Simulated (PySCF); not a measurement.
Potential energy of BPb along the bond

Set-up: PySCF, scalar-relativistic core potentials, basis sets B aug-cc-pVDZ, Pb aug-cc-pVDZ-PP with ECP60. Energies in eV from B + Pb in their ground configurations at the same level. State: ⁴Σ⁻ (quartet), unpaired electrons σ ↑, π ↑↑.

| R (Å) | PBE0 | UHF-SCS-MP2 | M06-L | PBE |
| --- | --- | --- | --- | --- |
| 1.947 | -1.767 | -1.006 | -2.016 | -1.949 |
| 2.038 | -2.196 | -1.466 | -2.470 | -2.400 |
| 2.128 | -2.430 | -1.724 | -2.722 | -2.658 |
| 2.196 | -2.511 | -1.815 | -2.813 | -2.758 |
| 2.264 | -2.532 | -1.837 | -2.842 | -2.798 |
| 2.332 | -2.508 | -1.805 | -2.824 | -2.792 |
| 2.422 | -2.426 | -1.704 | -2.746 | -2.733 |
| 2.536 | -2.269 | -1.523 | -2.594 | -2.603 |
| 2.671 | -2.039 | -1.276 | -2.371 | -2.402 |
| 2.853 | -1.707 | -0.965 | -2.049 | -2.104 |

Problem. Put a parabola through the three lowest points of the PBE0 curve and estimate Re, k and ωe (reduced mass 10.46 u; 1 eV/Å² = 0.16022 mdyn/Å; ωe = 1302.8·√(k/μ) cm⁻¹).

Solution. Through R = 2.196, 2.264, 2.332 Å the second-order coefficient is 4.87 eV/Å², so Re ≈ 2.262 Å, k ≈ 1.56 mdyn/Å and ωe ≈ 503 cm⁻¹. A polynomial fit of higher order to the unrounded PBE0 energies gives Re = 2.259 Å, k = 1.60 mdyn/Å, ωe = 509 cm⁻¹; anharmonicity and rounding make the difference.

The higher-order fit for each curve: PBE0: Re = 2.259 Å, ωe = 509 cm⁻¹, De = 2.53 eV; UHF-SCS-MP2: Re = 2.255 Å, ωe = 559 cm⁻¹, De = 1.84 eV; M06-L: Re = 2.268 Å, ωe = 510 cm⁻¹, De = 2.84 eV; PBE: Re = 2.288 Å, ωe = 482 cm⁻¹, De = 2.80 eV.

Correlated steps freeze 5 core orbitals. Correlated levels converge slowly with the basis: in double zeta they bind strong bonds too weakly, by up to about 1 eV, and carry superposition errors of some tenths. These are scalar-relativistic numbers at best; spin–orbit coupling would shift them, the dissociation energy most. The state was picked by a PBE0 search and need not be the measured ground state.
